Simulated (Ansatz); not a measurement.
Species: difluoro(trifluoromethyl)borane, CBF5 (charge 0, singlet). 
Coordinates optimised at B3LYP-D3(BJ)/def2-TZVP (Ansatz, a first-principles code):
SMILES: FB(C(F)(F)F)F
```xyz
7

F      1.4935     1.2882     0.0821
B      0.9760     0.0872     0.0174
F      1.7525    -0.9653    -0.0240
C     -0.6312    -0.0743    -0.0114
F     -1.1860     0.4743     1.0930
F     -1.0272    -1.3575    -0.0685
F     -1.1543     0.5613    -1.0845
```
Charge 0, spin multiplicity 1.

Parts of the frozen-core correlation energy in cc-pVTZ (Ansatz, hartree). Frozen orbitals: 7; correlated occupied orbitals by spin: 21 and 21; virtual: 182 and 182. Spin-orbit coupling is left out. No relativistic terms.

| term | value |
|---|---|
| reference (HF) | -560.09587 |
| MP2 opposite-spin | -1.09518 |
| MP2 same-spin | -0.39624 |
| CCSD correlation | -1.49337 |
| (T) | -0.04789 |
| T1 diagnostic | 0.013 |
| largest doubles amplitude | 0.022 |
